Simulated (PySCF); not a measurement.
# Frontier orbitals and the lowest excitations

Species: GeH2(OiPr)2, C₆H₁₆GeO₂.
Structure used (PBE0-D3(BJ)/def2-SVP), in Å, numbered top down from 1:
```
atom  x, y, z in Å
Ge1    1.5391    0.0169    1.0929
H2     1.4798    0.4051    2.5765
H3     2.9191   -0.3733    0.5467
O4     1.0118    1.3344    0.0276
C5    -0.2706    1.9221    0.1928
C6    -0.8703    2.1234   -1.1860
C7    -0.1413    3.2203    0.9702
H8    -0.9310    1.2329    0.7572
H9    -0.2152    2.7717   -1.7885
H10   -1.8650    2.5901   -1.1237
H11   -0.9680    1.1596   -1.7070
H12    0.2920    3.0391    1.9657
H13    0.5207    3.9165    0.4322
H14   -1.1212    3.7028    1.1069
O15    0.3584   -1.2997    0.9479
C16    0.1255   -1.9288   -0.3026
C17   -1.3712   -2.1267   -0.4525
C18    0.8979   -3.2352   -0.3688
H19    0.4692   -1.2712   -1.1270
H20   -1.7514   -2.7463    0.3745
H21   -1.6148   -2.6232   -1.4040
H22   -1.8925   -1.1586   -0.4202
H23    1.9791   -3.0562   -0.2654
H24    0.5829   -3.8997    0.4507
H25    0.7271   -3.7523   -1.3254
```

Computed with PySCF, TDDFT CAM-B3LYP/def2-SVPD, vertical, gas phase, core orbitals frozen in the response. The CAM-B3LYP/def2-SVPD calculation is non-relativistic and has no spin–orbit coupling, an omission that weighs most on germanium.

Frontier orbitals with the atoms that hold most of them (Löwdin shares over 4%, at most four atoms; ? is withheld):

```tsv
orbital	ε (eV)	atoms
LUMO+2	1.36	Ge1 26%, O4 10%, O15 9%, H3 9%
LUMO+1	1.28	Ge1 21%, H3 9%, H2 9%, O15 7%
LUMO	1.15	?
HOMO	-9.29	?
HOMO-1	-9.38	O15 31%, O4 26%, C16 6%, Ge1 6%
HOMO-2	-9.66	O15 26%, O4 25%, C5 8%, C16 8%
HOMO-3	-10.16	O15 14%, O4 14%, C5 12%, C16 11%
```

**Question.** Give the leading atoms of the LUMO.

**Answer.** Ge1 (bonded to 2 O and 2 H) 35%; H3 (bonded to Ge) 11%; H2 (bonded to Ge) 11%; C18 (bonded to C and 3 H) 5%. By element: germanium 35%, hydrogen 21% or more, carbon 5% or more.

**Question.** Give the leading atoms of the HOMO.

**Answer.** O4 (bonded to C and Ge) 34%; O15 (bonded to C and Ge) 28%; C7 (bonded to C and 3 H) 6%; C5 (bonded to 2 C, O and H) 5%. By element: oxygen 63%, carbon 11% or more.

**Question.** The HOMO–LUMO gap is 10.44 eV. Where does the response calculation put the lowest singlet, and from which orbitals?

**Answer.** S1 is at 7.42 eV (f = 0.021), 3.02 eV below the gap, made of HOMO→LUMO+1 (51%), HOMO-1→LUMO+2 (20%), HOMO→LUMO+3 (9%). Its leading pair isn't HOMO and LUMO; the energies of that pair differ by 10.57 eV. Without the coupling terms of the response equations the lowest excitation would equal the gap.

Next come S2 at 7.48 eV (f 0.035), HOMO→LUMO+2 (50%), HOMO-1→LUMO+1 (26%); S3 at 7.66 eV (f 0.0005), HOMO-1→LUMO+1 (46%), HOMO→LUMO+2 (29%), HOMO-1→LUMO+3 (9%); S4 at 7.74 eV (f 0.013), HOMO→LUMO (74%), HOMO→LUMO+1 (12%); S5 at 7.82 eV (f 0.015), HOMO-1→LUMO+2 (42%), HOMO-2→LUMO+1 (15%), HOMO→LUMO+3 (8%).

One conformer stands for the species.

Without π bonds the low states may be Rydberg-like; a valence basis with one diffuse set may place them up to an eV too high.
